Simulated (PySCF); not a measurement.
An unknown is described by computed data only.

Formula: C4H10ClFSi2.

| Quantity | Value |
| --- | --- |
| 1H NMR | chemical shifts (computed TMS as zero) by class: 6.42 (1 H), 6.36 (1 H), 5.67 (1 H), 5.48 (1 H), 4.77 (1 H), 4.60 (1 H), 4.42 (1 H), 4.30 (1 H), 3.40 (1 H), 3.32 (1 H) ppm [GIAO PBE0/pcSseg-1] |
| 13C NMR | chemical shifts (computed TMS as zero) by class: 143.3 (1 C), 139.2 (1 C), 78.7 (1 C), 28.6 (1 C) ppm [GIAO PBE0/pcSseg-1] |
| Rotational structure | rotational constants A, B, C: 2.114, 0.504, 0.430 GHz [GFN2-xTB] |
| NMR, other nuclei | isotropic shieldings of nuclei other than C and H, by class: 489 (1 F), 385 (1 Si), 396 (1 Si), 947 (1 Cl) ppm [GIAO PBE0/pcSseg-1] |
| Dipole | 2.63 D [PBE0/pcSseg-1] |

The electronic properties come from PySCF, for the isolated species, density fitting. Levels stand in brackets. The structure is a single GFN2-xTB conformer in the gas phase; no vibrational or solvent corrections. NMR classes are plain means over equivalent atoms (diastereotopic ones count apart unless rotation or inversion swaps them), as if these changed places fast.

Problem. What is the compound? Reason from the data.

Solution. Numbering: `[CH2:1]=[CH:2][SiH2:3][C@@H:4]([F:5])[SiH2:6][CH2:7][Cl:8]`. Its formula, C4H10ClFSi2, gives 1 degree of unsaturation: 0 rings and 1 π bond in the structure found. 4 carbons fall into 4 classes; from least to most shielded: terminal =CH2 carbon [C1] (143.3 ppm), alkene CH carbon [C2] (139.2 ppm), sp3 C–F carbon [C4] (78.7 ppm), sp3 C–Cl carbon [C7] (28.6 ppm). Hydrogen classes from least to most shielded: 1 H on a terminal =CH2 carbon, C1 (6.42 ppm), 1 H on an alkene CH carbon, C2 (6.36 ppm), 1 H on a terminal =CH2 carbon, C1 (5.67 ppm), 1 H on an sp3 C–F carbon, C4 (5.48 ppm), 1 H on an SiH2 silicon, Si3 (4.77 ppm), 1 H on an SiH2 silicon, Si3 (4.60 ppm), 1 H on an SiH2 silicon, Si6 (4.42 ppm), 1 H on an SiH2 silicon, Si6 (4.30 ppm), 1 H on an sp3 C–Cl carbon, C7 (3.40 ppm), 1 H on an sp3 C–Cl carbon, C7 (3.32 ppm). The other shieldings belong to: 489 ppm, alkyl fluorine [F5]; 385 ppm, SiH2 silicon [Si6]; 396 ppm, SiH2 silicon [Si3]; 947 ppm, alkyl chlorine [Cl8]. The optimised geometry has point group C1 and is an asymmetric top. Structure: `C=C[SiH2][C@@H](F)[SiH2]CCl`. Computed isomers that give other values at the same levels: `F[C@@H]([SiH3])[Si@@H](Cl)C1CC1` (13C chemical shifts (computed TMS as zero) by class: 87.2 (1 C), 4.8 (1 C), 3.4 (1 C), 0.7 (1 C) ppm); `CC[Si@H](Cl)/C(F)=C/[SiH3]` (13C chemical shifts (computed TMS as zero) by class: 190.3 (1 C), 117.7 (1 C), 11.9 (1 C), 8.5 (1 C) ppm); `C=C[SiH2][SiH2][C@@H](Cl)CF` (13C chemical shifts (computed TMS as zero) by class: 147.7 (1 C), 135.1 (1 C), 88.8 (1 C), 44.7 (1 C) ppm). The assignments are read from this structure; whether some other isomer fits the data as well wasn't checked. The mirror image fits equally.

The values belong to the conformer `[CH2:1]=[CH:2][SiH2:3][C@@H:4]([F:5])[SiH2:6][CH2:7][Cl:8]`: C1–C2–Si3–C4 3°, C2–Si3–C4–F5 176°, Si3–C4–Si6–C7 -131°, C4–Si6–C7–Cl8 -179°.
